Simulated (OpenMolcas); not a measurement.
# Multiconfigurational calculation on Li I

Input:

```
&GATEWAY
Coord
1

Li 0.0 0.0 0.0
Basis=ANO-RCC-VTZP
Group=XYZ
NoMove
AngMom=0.0 0.0 0.0
AMFI
&SEWARD
Relativistic=R03O02
* reference wave functions (RASSCF and RASSI steps not shown): 1 electron in 9 orbitals (RAS2 2s 2p; RAS3 3d, at most 1 electron)
>>> COPY JOB001 $Project.JobIph
&CASPT2
Multistate=1 1
Frozen=0 0
IPEA=0.1
Shift=0.3
MaxIter=60
WThr=0.0 0.3 0.05
PrWF=0.5
NoMix
>>> COPY JOB002 $Project.JobIph
&CASPT2
Multistate=3 1 2 3
Frozen=0 0
IPEA=0.1
Shift=0.3
MaxIter=60
WThr=0.0 0.3 0.05
PrWF=0.5
NoMix
```

Launched by
```bash
OMP_NUM_THREADS=1 MOLCAS_MEM=2252 MOLCAS_PROJECT=a pymolcas a.inp > a.log  # once for each step of the input, in one work folder
```

Output, cut to the results:

```
--- CASPT2 ---
Orbital specifications:
      -----------------------

      Symmetry species                           1   2
                                                ag  au
      Frozen orbitals                            0   0
      Inactive orbitals                          1   0
      Active orbitals                            6   3
      Secondary orbitals                         7  13
      Deleted orbitals                           0   0
      Number of basis functions                 14  16
Type of calculation                        SS-CASPT2
      Fock operator                              state-specific
      IPEA shift                                 0.10
      Real shift                                 0.30
      Imaginary shift                            0.00
      The input orbitals will be transformed to quasi-canonical
Reference energy:          -7.4333709510
      E2 (Non-variational):      -0.0306646666
      Shift correction:          -0.0007146113
      E2 (Variational):          -0.0313792779
      Total energy:              -7.4647502289
      Residual norm:              0.0000000548
      Reference weight:           0.99762
      Contributions to the CASPT2 correlation energy
      Active & Virtual Only:          0.0000000000
      One Inactive Excited:          -0.0011935339
      Two Inactive Excited:          -0.0294711327
::    CASPT2 Root  1     Total energy:     -7.46475023
--- CASPT2 ---
Orbital specifications:
      -----------------------

      Symmetry species                           1   2
                                                ag  au
      Frozen orbitals                            0   0
      Inactive orbitals                          1   0
      Active orbitals                            6   3
      Secondary orbitals                         7  13
      Deleted orbitals                           0   0
      Number of basis functions                 14  16
Type of calculation                        MS-CASPT2
      Fock operator                              state-specific
      IPEA shift                                 0.10
      Real shift                                 0.30
      Imaginary shift                            0.00
      The input orbitals will be transformed to quasi-canonical
Reference energy:          -7.3657061622
      E2 (Non-variational):      -0.0305713435
      Shift correction:          -0.0007142155
      E2 (Variational):          -0.0312855591
      Total energy:              -7.3969917212
      Residual norm:              0.0000000306
      Reference weight:           0.99762
      Contributions to the CASPT2 correlation energy
      Active & Virtual Only:         -0.0000000000
      One Inactive Excited:          -0.0006553882
      Two Inactive Excited:          -0.0299159553
Reference energy:          -7.3657061622
      E2 (Non-variational):      -0.0305713435
      Shift correction:          -0.0007142155
      E2 (Variational):          -0.0312855591
      Total energy:              -7.3969917212
      Residual norm:              0.0000000306
      Reference weight:           0.99762
      Contributions to the CASPT2 correlation energy
      Active & Virtual Only:         -0.0000000000
      One Inactive Excited:          -0.0006553882
      Two Inactive Excited:          -0.0299159553
::    CASPT2 Root  1     Total energy:     -7.39699172
::    CASPT2 Root  2     Total energy:     -7.39699172
::    CASPT2 Root  3     Total energy:     -7.39699172
::    MS-CASPT2 Root  1     Total energy:     -7.39699172
::    MS-CASPT2 Root  2     Total energy:     -7.39699172
::    MS-CASPT2 Root  3     Total energy:     -7.39699172
```

Levels above the lowest, from the spin-orbit matrix with the single-state CASPT2 energies, averaged by term, on its diagonal:

```json
{"Configuration": "2s", "Term": "2S", "J": "1/2", "E (cm-1)": "0.0", "Measured (cm-1)": "0.0", "g": "2.002", "Term weight %": "100"}
{"Configuration": "2p", "Term": "2P*", "J": "1/2", "E (cm-1)": "14871", "Measured (cm-1)": "14904", "g": "0.666", "Term weight %": "100"}
{"Configuration": "2p", "Term": "2P*", "J": "3/2", "E (cm-1)": "14871", "Measured (cm-1)": "14904", "g": "1.334", "Term weight %": "100"}
```

Against the 2 measured excited levels shown (NIST Handbook of Basic Atomic Spectroscopic Data) the mean absolute deviation is 33 cm-1; the largest miss in energy is 2p 2P* 3/2: computed 14871, measured 14904 cm-1 (-0.2 %).

With one active electron outside closed inactive shells, the extra shells (3d) add no correlation to the reference. ANO sets are built for ground and valence states and can reach diffuse excited orbitals poorly. With one active electron, CASPT2 adds the correlation within the correlated inactive shells and between them and that electron, and leaves the splitting within a term as the reference gives it. Measured partners are found by configuration, term and J. A level has none where our copy of the source lacks it or the pairing is in doubt (some pairs that miss far off the trend of their configuration count as doubtful), and it then counts in no deviation. Levels of configurations outside the active space are missing. The first state left out of the spin-orbit step lies near 55000 cm-1 above the lowest spin-free state of the reference (among the parities and spins computed), and the list stops at four fifths of that energy or lower.

The term weight is that of the spin-free term in the level, not the purity of its configuration. * marks odd parity.
